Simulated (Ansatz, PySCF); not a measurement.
Be(Et) (C₂H₅Be), SMILES [Be][CH2]C, multiplicity 2. Atoms are numbered in the order given.

```xyz
8

Be    -0.5319     1.7418     0.0000
C      0.4663     0.3676     0.0000
C     -0.2430    -0.9978     0.0000
H      1.1340     0.4389     0.8714
H      1.1340     0.4389    -0.8714
H     -0.8816    -1.1209    -0.8786
H     -0.8816    -1.1209     0.8786
H      0.4698    -1.8284     0.0000
```
Charge 0, spin multiplicity 2.

The structure is a stationary point at r2SCAN-D4/def2-TZVP. The spin state was assumed, not searched. The isomer is the one that the SMILES or the coordinates give; other isomers of the formula were not compared.

Two levels are set side by side: PBE-D3(BJ)/def2-TZVP (Ansatz, a program for electronic structure) and r2SCAN-D4/def2-TZVP (Ansatz). Each level has its own optimised geometry; the coordinates shown are those of the second. Frequencies come from the Hessian of PySCF at each geometry. Differences are taken from unrounded values.

```tsv
quantity	r2SCAN-D4
mean bond length (Å)	1.245
bond Be1–C2 (Å)	1.698
bond C2–C3 (Å)	1.539
bond C2–H4 (Å)	1.100
bond C2–H5 (Å)	1.100
bond C3–H6 (Å)	1.093
bond C3–H7 (Å)	1.093
bond C3–H8 (Å)	1.095
highest harmonic wavenumber (cm⁻¹)	3093
mean harmonic wavenumber (cm⁻¹)	1560
zero-point energy (kcal/mol)	40.13
```

Task: What does PBE-D3(BJ) give, and how far is it from r2SCAN-D4? (Estimate from the structure and the level; the computed values follow.)

Result: 
| quantity | PBE-D3(BJ) | PBE-D3(BJ) minus r2SCAN-D4 |
|---|---|---|
| mean bond length (Å) | 1.251 | 0.006 |
| bond Be1–C2 (Å) | 1.701 | 0.002 |
| bond C2–C3 (Å) | 1.542 | 0.003 |
| bond C2–H4 (Å) | 1.107 | 0.007 |
| bond C2–H5 (Å) | 1.107 | 0.007 |
| bond C3–H6 (Å) | 1.100 | 0.007 |
| bond C3–H7 (Å) | 1.100 | 0.007 |
| bond C3–H8 (Å) | 1.101 | 0.007 |
| highest harmonic wavenumber (cm⁻¹) | 3028 | -65 |
| mean harmonic wavenumber (cm⁻¹) | 1522 | -37 |
| zero-point energy (kcal/mol) | 39.17 | -0.96 |
